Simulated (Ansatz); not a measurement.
A search over several starts for the lowest SCF solution of the cluster Cu₂O₂⁻ at the given spin, in a small basis.

```yaml
crystal:
  periodic: [false, false, false]
  atoms:
    - {symbol: Cu, position_ang: [-0.183984, -0.343865, -0.485614]}
    - {symbol: Cu, position_ang: [0.447010, 1.129482, 1.486853]}
    - {symbol: O, position_ang: [1.231198, -0.197636, 0.640662]}
    - {symbol: O, position_ang: [-1.494225, -0.587981, -1.641901]}
basis:
  gaussian: {orbitals: def2-SVP, initial_orbitals: start.molden}
total_charge: -1
magnetization: {spin_polarized: true, initial_magnetization: 1}
hamiltonian: {xc: pbe0, dispersion: d4}
output: {orbitals: {seedname: orbitals}}
```

The file start.molden holds the orbitals of an earlier run on this structure, at another level or in another basis.

```sh
$ ansatz run in.yaml --threads 4 --pin off --events-out ev --progress --plain --max-ram 3916MiB
```

Output, abridged:

```
Functional definition: PBE0
949 factors; integrals over basis functions are off by at most 7.3e-4 eV
mean field evaluation 1: about -93327.7040 eV, gradient 4.8e1 eV
mean field evaluation 2: about -93336.0891 eV, gradient 1.2e1 eV
mean field evaluation 4: about -93339.7655 eV, gradient 9.0e0 eV
mean field evaluation 8: about -93340.5814 eV, gradient 9.7e-2 eV
mean field evaluation 16: about -93340.5820 eV, gradient 7.3e-5 eV
mean field evaluation 32: about -93086.6675 eV, gradient 1.6e2 eV
mean field evaluation 64: about -93340.5442 eV, gradient 1.4e-3 eV
mean field evaluation 96: about -93340.5811 eV, gradient 6.0e-2 eV
mean field -93340.58196109 eV, -3430.2031185512 hartree, gradient 4.1e-6 eV, S^2 0.804132; 7 other end points of the search recorded, 0 dependent functions left out
reference -93340.58200387 eV, -3430.2031201233 hartree; 38, 37 occupied and 52, 53 virtual orbitals, 949 factors
Total energy: -93340.66934204 eV, -3430.2063297419 hartree
```

It took 25 s on 4 threads of Intel Xeon on a shared host.

Other converged states that the search met: 0.04 eV higher (⟨S²⟩ = 0.77).

The highest occupied level of the charge -1 doublet lies above zero (up to 0.13 eV). By energy differences its removal costs 2.46 eV (vertical, to the charge 0 triplet, at PBE0-D4/def2-TZVPD). The structure comes from a short search, and lower isomers may exist.
